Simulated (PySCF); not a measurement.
**Finite-field polarisability of Zn (zinc, neutral)**

[Ar] 3d10 4s2, closed-shell 1S. Calculation: PySCF 2.14, in ANO-RCC-VTZP; scalar relativity by spin-free X2C-1e. Frozen: [Ar]. Energy changes in a uniform field (μhartree):

```tsv
axis	F (au)	HF	MP2	CCSD	CCSD(T)
x	0.002	-98.484	-69.687	-74.319	-71.880
x	0.004	-393.856	-278.785	-297.284	-287.534
```

Q: Derive α along x at CCSD(T) from the two fields.

A: With ΔE = −αF²/2 − γF⁴/24, α = −(16 ΔE(F) − ΔE(2F))/(6F²) = 35.94 bohr³.

Q: And the mean polarisability at each level?

A: HF 49.25, MP2 34.84, CCSD 37.16, CCSD(T) 35.94 bohr³. Reference: 38.67 ± 0.3 bohr³ (recommended; Schwerdtfeger and Nagle, table of static dipole polarizabilities (2023 update)).

CCSD(T) lies more than 5 % below the reference, which points to too few diffuse and polarisation functions.

The basis has no added diffuse functions, which lowers α.
